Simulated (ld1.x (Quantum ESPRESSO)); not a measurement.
**caesium (Cs), TM: configuration errors across variants**

ld1.x (Quantum ESPRESSO) 7.5 input, shortened:

```
&input
   title='Cs', zed=55., rel=1, dft='PBE', iswitch=3,
   config='[Xe] 5d0 6s1 6p0'
 /
 &inputp
   pseudotype=2, tm=.true., lloc=1,
   nlcc=.false.
 /
3
6S  1  0   1.00   0.00  4.10  4.10  0.0
5D  3  2   0.00   0.00  4.20  4.20  0.0
5P  2  1   6.00   0.00  2.85  2.85  0.0
 &test
   configts(1)='5p6 5d0 6s1 6p0'
 /
```

All-electron excitation energies from the reference (eV): (1) 5p6 5d0 6s0 6p0 3.864; (2) 5p6 5d0 6s0.5 6p0 1.471; (3) 5p6 5d0.5 6s0.5 6p0 0.843; (4) 5p6 5d1 6s0 6p0 1.672.

Tests that are not counted but printed errors over 1 eV. “base”: 5p6 5d0 6s0 6p1 (solver errors, printed error -1.2 eV); 5p5 5d0 6s1 6p0 (solver errors, printed error -2.3 eV). “all radii scaled by about 0.77 (s 3.16, p 2.20, d 3.22 bohr)”: 5p6 5d0 6s0 6p1 (solver errors, printed error -1.2 eV). “all radii scaled by about 0.87 (s 3.58, p 2.48, d 3.66 bohr)”: 5p6 5d0 6s0 6p1 (solver errors, printed error -1.2 eV); 5p5 5d0 6s1 6p0 (solver errors, printed error -1.3 eV). “all radii scaled by about 0.96 (s 3.94, p 2.74, d 4.04 bohr)”: 5p6 5d0 6s0 6p1 (solver errors, printed error -1.2 eV); 5p5 5d0 6s1 6p0 (solver errors, printed error -2.3 eV). “all radii scaled by about 1.18 (s 4.82, p 3.36, d 4.94 bohr)”: 5p6 5d0 6s0 6p1 (solver errors, printed error -1.2 eV); 5p5 5d0 6s1 6p0 (solver errors, printed error -2.3 eV).

A true bound ghost makes a file unfit for plane-wave use even where its test errors are small: the radial tests pick states by their node count and pass the ghost by. Where a test does run into it, the solver fails or the error is huge.

Errors AE − PS in meV (a dash: test not solved or not reliable):

| change | (1) | (2) | (3) | (4) | bound ghosts |
| --- | --- | --- | --- | --- | --- |
| base | +9.0 | +1.3 | -1.0 | -2.4 | s |
| all radii scaled by about 0.77 (s 3.16, p 2.20, d 3.22 bohr) | +8.3 | -4.3 | -0.5 | -0.6 | s |
| all radii scaled by about 0.87 (s 3.58, p 2.48, d 3.66 bohr) | +8.5 | +0.4 | -0.8 | -1.5 | s |
| all radii scaled by about 0.96 (s 3.94, p 2.74, d 4.04 bohr) | +8.8 | +1.2 | -1.0 | -2.4 | s |
| all radii scaled by about 1.18 (s 4.82, p 3.36, d 4.94 bohr) | +8.6 | +1.5 | -0.5 | -0.7 | s |
| all radii scaled by about 1.27 (s 5.20, p 3.62, d 5.32 bohr) | +7.0 | +1.3 | 0.0 | +1.0 | s |

Task: Give the same row for: all radii scaled by about 1.40 (s 5.72, p 3.98, d 5.86 bohr).

Result: +2.0, +0.8, +0.8, +3.6; bound ghosts: s. Not counted: 5p6 5d0 6s0 6p1 (solver errors, printed error -1.2 eV); 5p5 5d0 6s1 6p0 (solver errors, printed error -2.3 eV).
